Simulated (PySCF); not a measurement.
Atomic charges against the basis set

C2H7NOSi2.
Geometry (PBE0-D3(BJ)/def2-SVP, Å), atoms numbered from 1 in this order:
```xyz
13
C2H7NOSi2 angstrom
C      2.0370   -0.0678   -2.2545
C      1.4659    0.3154   -1.2491
Si     0.5868    0.8441    0.2795
O      1.6598    1.0011    1.5499
Si    -1.0020   -0.7552    0.9076
N     -2.2248   -0.7402   -0.3272
H      2.5372   -0.4094   -3.1433
H     -0.0593    2.1564   -0.0526
H      2.4257    1.5615    1.3938
H     -1.4630   -0.4501    2.3072
H     -0.3903   -2.1181    0.9340
H     -2.9011   -1.4950   -0.3681
H     -2.6668    0.1404   -0.5681
```

PBE0 throughout (PySCF), one geometry, spherical d and f functions. Geometry: PBE0-D3(BJ)/def2-SVP, one conformer, isolated molecule. The first 7 of 12 kinds of atom are listed.

Mulliken charges (e):

```tsv
basis	functions	C1	C2	Si3	O4	Si5	N6	H7
STO-3G	45	-0.152	-0.252	+0.616	-0.432	+0.541	-0.584	+0.109
6-31G	76	-0.339	-0.243	+0.794	-0.795	+0.596	-1.005	+0.264
pcSseg-0	76	-0.374	-0.431	+0.980	-0.821	+0.531	-1.048	+0.285
6-31G*	106	-0.205	-0.177	+0.526	-0.737	+0.391	-0.927	+0.235
cc-pVDZ	127	-0.156	-0.042	+0.437	-0.359	+0.231	-0.313	+0.021
def2-SVP	127	-0.238	-0.049	+0.510	-0.411	+0.334	-0.419	+0.050
aug-cc-pVDZ	209	+1.167	-0.702	+0.414	-0.757	-0.227	-0.300	-0.473
6-311+G(2d,p)	220	-0.385	-0.082	+0.722	-0.635	+0.446	-0.794	+0.162
def2-TZVP	240	-0.199	-0.155	+0.405	-0.526	+0.227	-0.631	+0.182
cc-pVTZ	286	-0.109	-0.219	+0.387	-0.368	+0.201	-0.354	+0.157
IGLO-III	298	-0.234	-0.200	+0.712	-0.625	+0.715	-0.680	+0.158
pcSseg-2	328	-0.041	-0.184	+0.551	-0.514	+0.517	-0.557	+0.055
```

IAO charges (e):

```json
{"basis": "STO-3G", "functions": "45", "C1": "-0.162", "C2": "-0.316", "Si3": "+0.731", "O4": "-0.570", "Si5": "+0.601", "N6": "-0.692", "H7": "+0.152"}
{"basis": "6-31G", "functions": "76", "C1": "-0.174", "C2": "-0.319", "Si3": "+0.743", "O4": "-0.743", "Si5": "+0.490", "N6": "-0.806", "H7": "+0.204"}
{"basis": "pcSseg-0", "functions": "76", "C1": "-0.161", "C2": "-0.327", "Si3": "+0.748", "O4": "-0.722", "Si5": "+0.468", "N6": "-0.775", "H7": "+0.195"}
{"basis": "6-31G*", "functions": "106", "C1": "-0.171", "C2": "-0.348", "Si3": "+0.844", "O4": "-0.769", "Si5": "+0.587", "N6": "-0.826", "H7": "+0.198"}
{"basis": "cc-pVDZ", "functions": "127", "C1": "-0.183", "C2": "-0.341", "Si3": "+0.835", "O4": "-0.766", "Si5": "+0.584", "N6": "-0.819", "H7": "+0.201"}
{"basis": "def2-SVP", "functions": "127", "C1": "-0.174", "C2": "-0.341", "Si3": "+0.839", "O4": "-0.763", "Si5": "+0.593", "N6": "-0.811", "H7": "+0.195"}
{"basis": "aug-cc-pVDZ", "functions": "209", "C1": "-0.191", "C2": "-0.340", "Si3": "+0.844", "O4": "-0.789", "Si5": "+0.588", "N6": "-0.851", "H7": "+0.206"}
{"basis": "6-311+G(2d,p)", "functions": "220", "C1": "-0.189", "C2": "-0.349", "Si3": "+0.867", "O4": "-0.797", "Si5": "+0.613", "N6": "-0.862", "H7": "+0.207"}
{"basis": "def2-TZVP", "functions": "240", "C1": "-0.188", "C2": "-0.351", "Si3": "+0.876", "O4": "-0.797", "Si5": "+0.619", "N6": "-0.860", "H7": "+0.206"}
{"basis": "cc-pVTZ", "functions": "286", "C1": "-0.189", "C2": "-0.348", "Si3": "+0.866", "O4": "-0.793", "Si5": "+0.608", "N6": "-0.854", "H7": "+0.206"}
{"basis": "IGLO-III", "functions": "298", "C1": "-0.190", "C2": "-0.350", "Si3": "+0.873", "O4": "-0.799", "Si5": "+0.618", "N6": "-0.864", "H7": "+0.207"}
{"basis": "pcSseg-2", "functions": "328", "C1": "-0.187", "C2": "-0.351", "Si3": "+0.873", "O4": "-0.798", "Si5": "+0.617", "N6": "-0.862", "H7": "+0.206"}
```

Hirshfeld charges (e):

```json
{"basis": "STO-3G", "functions": "45", "C1": "-0.109", "C2": "-0.179", "Si3": "+0.417", "O4": "-0.272", "Si5": "+0.360", "N6": "-0.319", "H7": "+0.071"}
{"basis": "6-31G", "functions": "76", "C1": "-0.080", "C2": "-0.168", "Si3": "+0.335", "O4": "-0.331", "Si5": "+0.273", "N6": "-0.320", "H7": "+0.105"}
{"basis": "pcSseg-0", "functions": "76", "C1": "-0.082", "C2": "-0.174", "Si3": "+0.364", "O4": "-0.332", "Si5": "+0.298", "N6": "-0.323", "H7": "+0.101"}
{"basis": "6-31G*", "functions": "106", "C1": "-0.082", "C2": "-0.160", "Si3": "+0.309", "O4": "-0.304", "Si5": "+0.253", "N6": "-0.305", "H7": "+0.104"}
{"basis": "cc-pVDZ", "functions": "127", "C1": "-0.087", "C2": "-0.163", "Si3": "+0.325", "O4": "-0.295", "Si5": "+0.271", "N6": "-0.304", "H7": "+0.099"}
{"basis": "def2-SVP", "functions": "127", "C1": "-0.085", "C2": "-0.163", "Si3": "+0.331", "O4": "-0.302", "Si5": "+0.279", "N6": "-0.308", "H7": "+0.099"}
{"basis": "aug-cc-pVDZ", "functions": "209", "C1": "-0.086", "C2": "-0.167", "Si3": "+0.340", "O4": "-0.311", "Si5": "+0.283", "N6": "-0.321", "H7": "+0.099"}
{"basis": "6-311+G(2d,p)", "functions": "220", "C1": "-0.085", "C2": "-0.170", "Si3": "+0.336", "O4": "-0.311", "Si5": "+0.282", "N6": "-0.317", "H7": "+0.101"}
{"basis": "def2-TZVP", "functions": "240", "C1": "-0.085", "C2": "-0.165", "Si3": "+0.330", "O4": "-0.308", "Si5": "+0.276", "N6": "-0.317", "H7": "+0.100"}
{"basis": "cc-pVTZ", "functions": "286", "C1": "-0.086", "C2": "-0.163", "Si3": "+0.332", "O4": "-0.305", "Si5": "+0.276", "N6": "-0.317", "H7": "+0.099"}
{"basis": "IGLO-III", "functions": "298", "C1": "-0.089", "C2": "-0.166", "Si3": "+0.339", "O4": "-0.309", "Si5": "+0.282", "N6": "-0.319", "H7": "+0.099"}
{"basis": "pcSseg-2", "functions": "328", "C1": "-0.083", "C2": "-0.166", "Si3": "+0.339", "O4": "-0.313", "Si5": "+0.283", "N6": "-0.323", "H7": "+0.100"}
```

ESP-fitted charges (e):

```
        basis  functions      C1      C2     Si3      O4     Si5      N6      H7
       STO-3G         45  -0.255  -0.168  +0.522  -0.614  +0.625  -0.988  +0.190
        6-31G         76  -0.260  -0.250  +0.672  -0.905  +0.634  -1.266  +0.273
     pcSseg-0         76  -0.249  -0.296  +0.710  -0.855  +0.676  -1.213  +0.279
       6-31G*        106  -0.291  -0.211  +0.533  -0.709  +0.493  -1.044  +0.284
      cc-pVDZ        127  -0.295  -0.211  +0.525  -0.657  +0.430  -0.910  +0.281
     def2-SVP        127  -0.283  -0.221  +0.548  -0.683  +0.491  -0.957  +0.277
  aug-cc-pVDZ        209  -0.339  -0.182  +0.541  -0.687  +0.502  -0.977  +0.299
6-311+G(2d,p)        220  -0.341  -0.196  +0.570  -0.724  +0.499  -1.021  +0.306
    def2-TZVP        240  -0.337  -0.186  +0.542  -0.700  +0.497  -1.004  +0.301
      cc-pVTZ        286  -0.330  -0.190  +0.533  -0.670  +0.484  -0.950  +0.297
     IGLO-III        298  -0.336  -0.177  +0.514  -0.679  +0.497  -0.983  +0.299
     pcSseg-2        328  -0.329  -0.199  +0.573  -0.721  +0.529  -1.027  +0.300
```

Which scheme is steadiest as the basis changes?

Largest range over the bases for any column: Hirshfeld 0.11 e, IAO 0.23 e, ESP-fitted 0.36 e, Mulliken 1.55 e. Hirshfeld charges move least and Mulliken charges most, counted in e. Without the minimal STO-3G basis the ranges are Hirshfeld 0.06, IAO 0.15, ESP-fitted 0.36, Mulliken 1.55 e.

How much do the charges still move between the two largest bases, IGLO-III and pcSseg-2?

At most, over all atoms: Mulliken 0.197 e, IAO 0.003 e, Hirshfeld 0.006 e, ESP-fitted 0.059 e.

What do the same runs give for the total energy, the frontier levels and the dipole moment?

| basis | energy (Eh) | HOMO (eV) | LUMO (eV) | μ (D) |
| --- | --- | --- | --- | --- |
| STO-3G | -779.4377 | -3.63 | 4.73 | 1.21 |
| 6-31G | -788.7133 | -6.85 | -0.44 | 1.75 |
| pcSseg-0 | -787.7084 | -6.88 | -0.60 | 1.56 |
| 6-31G* | -788.8421 | -6.95 | -0.45 | 1.46 |
| cc-pVDZ | -788.8933 | -6.98 | -0.48 | 1.37 |
| def2-SVP | -788.5522 | -7.03 | -0.51 | 1.38 |
| aug-cc-pVDZ | -788.9211 | -7.24 | -0.92 | 1.29 |
| 6-311+G(2d,p) | -788.9884 | -7.27 | -0.95 | 1.36 |
| def2-TZVP | -789.0102 | -7.23 | -0.82 | 1.36 |
| cc-pVTZ | -789.0057 | -7.19 | -0.73 | 1.33 |
| IGLO-III | -789.0154 | -7.26 | -0.84 | 1.31 |
| pcSseg-2 | -789.0249 | -7.28 | -0.90 | 1.36 |

The dipole is fixed by the density alone, so its range of 0.54 D shows that the density itself changes with the basis, not only its division among atoms.
